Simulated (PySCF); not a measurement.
Isomers of CH4N2Si. All species are isolated molecules in the gas phase. One relaxed conformer stands for each flexible species; it need not be the lowest. Strings in code marks are SMILES.

All values below come from B3LYP-D3(BJ)/def2-TZVP (PySCF). All candidates: neutral, multiplicity 1. B3LYP has the VWN-RPA correlation part, as in Gaussian. Delta-SCF ions had no search for a lower state. 

- vertical ionisation energy (Delta-SCF) = 10.67 eV
- LUMO = -0.99 eV
- HOMO–LUMO gap = 7.10 eV

Task: Identify which member has these values.
A. `[H]/N=[SiH]/N=C` (C–N–Si–N torsion 59°)
B. `N#C[SiH2]N`
C. `N#CN[SiH3]`
D. `[H]/N=C\N=[SiH2]` (N–C–N–Si torsion 87°)

Result: B, `N#C[SiH2]N`. The others give `[H]/N=[SiH]/N=C` (C–N–Si–N torsion 59°): 9.06 eV, -1.96 eV, 4.90 eV; `[H]/N=C\N=[SiH2]` (N–C–N–Si torsion 87°): 8.97 eV, -2.46 eV, 4.32 eV; `N#CN[SiH3]`: 10.06 eV, -0.76 eV, 6.83 eV
